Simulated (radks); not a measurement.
The numbers below are computed, except where a source is named.
Polarisability of the chromium ion Cr5+, [Ar] 3d1, at imaginary frequency. Level of theory: non-relativistic Kohn-Sham, LDA (Slater exchange, Perdew-Wang correlation), spin-polarised, spherical densities, point nucleus; open shells are filled with parallel spins first (a radial shooting solver on a logarithmic mesh with Libxc functionals). Response by self-consistent Sternheimer equations with the Hartree and adiabatic LDA kernel.

w (hartree),alpha1(iw) (bohr^3)
0.00266,1.007
0.0143,1.007
0.0360,1.007
0.0697,1.006
0.118,1.004
0.186,0.9997
0.280,0.9908
0.413,0.9729
0.605,0.9375
0.892,0.8696
1.35,0.7471
2.12,0.5548
3.59,0.3222
6.94,0.1311
17.5,0.03148

Static values: alpha1 = 1.007 bohr^3 (0.1492 angstrom^3; uncoupled 1.513). C6 = 1.837, triple-dipole C9 = 1.341 atomic units. One-pole (London) frequency 4 C6 / (3 alpha1^2) = 2.416 hartree, against 2.953 for minus the highest occupied eigenvalue. The dipole shielding factor is 0.792, as the force sum rule N/Z = 0.792 demands.
